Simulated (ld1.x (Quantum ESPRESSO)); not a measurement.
**Reading a pseudo-wave (Rb)**

Columns: radius, all-electron u(r) and pseudo u(r) of the 5s shell (level -2.37 eV) of rubidium in the configuration [Ar] 3d10 4s2 4p6 5s1 5p0; LDA (PZ), scalar-relativistic, PAW scheme, ld1.x (Quantum ESPRESSO) 7.5.

```tsv
r (bohr)	all-electron	pseudo
0.173	-0.0435	-0.1776
0.345	0.1178	-0.3333
0.518	0.0653	-0.4511
0.690	-0.0644	-0.5184
0.862	-0.1639	-0.5319
1.035	-0.2071	-0.4951
1.208	-0.2002	-0.4177
1.380	-0.1588	-0.3144
1.553	-0.0969	-0.1986
1.725	-0.0258	-0.0848
1.898	0.0478	0.0194
2.070	0.1184	0.1080
2.242	0.1837	0.1815
2.415	0.2426	0.2426
2.588	0.2942	0.2942
2.760	0.3381	0.3381
2.932	0.3750	0.3750
3.105	0.4055	0.4055
3.278	0.4301	0.4301
3.450	0.4491	0.4491
3.623	0.4635	0.4635
3.795	0.4735	0.4735
3.968	0.4799	0.4799
4.140	0.4828	0.4828
4.312	0.4830	0.4830
4.485	0.4806	0.4806
```

Problem. How many radial nodes do the two functions have?

Solution. The all-electron 5s function has n − l − 1 = 4 (the table is too coarse to show those close to the nucleus); the pseudo-wave has 1, since 1 lower shell of the same l stays in the valence.

Problem. At about which radius was the pseudo-wave matched?

Solution. 2.70 bohr. The columns agree to 0.0005 from 2.42 bohr on; several derivatives are matched, so the curves merge somewhat inside the radius.

Problem. Is the pseudo-wave norm-conserving?

Solution. No, it belongs to a PAW set: the norm inside the radius is not constrained, and the difference is carried by the augmentation charge.
